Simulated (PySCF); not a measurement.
## Worked example: entropy of an ideal gas

FH4N2OTa, SMILES [NH2][Ta]([NH2])(=[O])[F], multiplicity 1.

Coordinates come from a PBE-D3(BJ)/def2-SVP optimisation. The multiplicity is an assumed one; other spin states were not compared. The def2 effective core potentials stand for the cores of Ta; spin–orbit coupling is left out. Other conformers were not sampled.

PBE-D3(BJ)/def2-SVP (PySCF) gives the harmonic wavenumbers 163, 168, 177, 197, 198, 291, 395, 458, 495, 552, 575, 649, 660, 669, 965, 1463, 1466, 3464, 3467, 3559, 3559 cm⁻¹ and the rotational temperatures 0.1481, 0.1471, 0.1282 K. The molar mass is 247.99 g/mol, the symmetry number 1, the spin multiplicity 1.

Question: Work out the entropy at 298.15 K and 1 atm in the rigid-rotor, harmonic-oscillator model.

Answer: 
Translation (Sackur–Tetrode at 1 atm): S = R[1.5 ln M + 2.5 ln T − 1.16487] = 177.5 J/(mol K).
Rotation: q = (√π/σ) T^1.5/√(θA θB θC) = 173000, S = R[ln q + 3/2] = 112.7 J/(mol K).
Vibration: with u = 1.4388 ν/T, each mode gives R[u/(e^u − 1) − ln(1 − e^−u)]:
| ν (cm⁻¹) | modes | u | S (J/(mol K)) |
|---|---|---|---|
| 163 | 1 | 0.79 | 10.52 |
| 168 | 1 | 0.81 | 10.28 |
| 177 | 1 | 0.85 | 9.87 |
| 197 | 1 | 0.95 | 9.04 |
| 198 | 1 | 0.96 | 9.00 |
| 291 | 1 | 1.40 | 6.14 |
| 395 | 1 | 1.91 | 4.11 |
| 458 | 1 | 2.21 | 3.23 |
| 495 | 1 | 2.39 | 2.81 |
| 552 | 1 | 2.66 | 2.26 |
| 575 | 1 | 2.77 | 2.07 |
| 649 | 1 | 3.13 | 1.56 |
| 660 | 1 | 3.18 | 1.49 |
| 669 | 1 | 3.23 | 1.44 |
| 965 | 1 | 4.66 | 0.45 |
| 1463 | 1 | 7.06 | 0.06 |
| 1466 | 1 | 7.07 | 0.06 |
The stiffer modes add less than 0.005 each. Sum 74.4 J/(mol K).
Spin: R ln 1 = 0.0 J/(mol K).
Total 364.6 J/(mol K); the program's own thermochemistry gives 364.6. Translation makes up 49 % and vibration 20 %. Anharmonicity, hindered rotation and orbital degeneracy are left out.
